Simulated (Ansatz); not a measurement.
One change: `[SiH3][GeH]([SiH3])[SiH3]` becomes `[SiH3][GeH2][SiH3]`.

Ansatz, PBE0-D4/def2-TZVP geometries, multiplicity 1. 

Scalar relativity is left out up to krypton.

```json
{"property": "HOMO energy (PBE/def2-TZVPP) / eV", "`[SiH3][GeH]([SiH3])[SiH3]`": "-6.88"}
{"property": "zero-point energy (PBE0-D4/def2-TZVP) / kJ/mol", "`[SiH3][GeH]([SiH3])[SiH3]`": "216.4"}
{"property": "LUMO energy (PBE0/def2-TZVPP) / eV", "`[SiH3][GeH]([SiH3])[SiH3]`": "-0.17"}
{"property": "HOMO energy (ωB97M-V/def2-TZVPP) / eV", "`[SiH3][GeH]([SiH3])[SiH3]`": "-9.86"}
{"property": "size of the dipole moment (PBE/def2-TZVPP) / D", "`[SiH3][GeH]([SiH3])[SiH3]`": "0.09"}
{"property": "LUMO energy (ωB97M-V/def2-TZVPP) / eV", "`[SiH3][GeH]([SiH3])[SiH3]`": "1.43"}
```

Q: Give the same properties after the change, and the shifts. (Best estimate.)

A: Computed: 
```json
{"property": "HOMO energy (PBE/def2-TZVPP) / eV", "`[SiH3][GeH2][SiH3]`": "-6.90", "shift": "-0.02"}
{"property": "zero-point energy (PBE0-D4/def2-TZVP) / kJ/mol", "`[SiH3][GeH2][SiH3]`": "170.6", "shift": "-45.8"}
{"property": "LUMO energy (PBE0/def2-TZVPP) / eV", "`[SiH3][GeH2][SiH3]`": "-0.10", "shift": "0.07"}
{"property": "HOMO energy (ωB97M-V/def2-TZVPP) / eV", "`[SiH3][GeH2][SiH3]`": "-9.90", "shift": "-0.04"}
{"property": "size of the dipole moment (PBE/def2-TZVPP) / D", "`[SiH3][GeH2][SiH3]`": "0.01", "shift": "-0.08"}
{"property": "LUMO energy (ωB97M-V/def2-TZVPP) / eV", "`[SiH3][GeH2][SiH3]`": "1.55", "shift": "0.12"}
```

The zero-point energy changes by -45.8 kJ/mol with -9 modes.

Positive LUMOs are unbound, so they and the gaps depend on the basis.
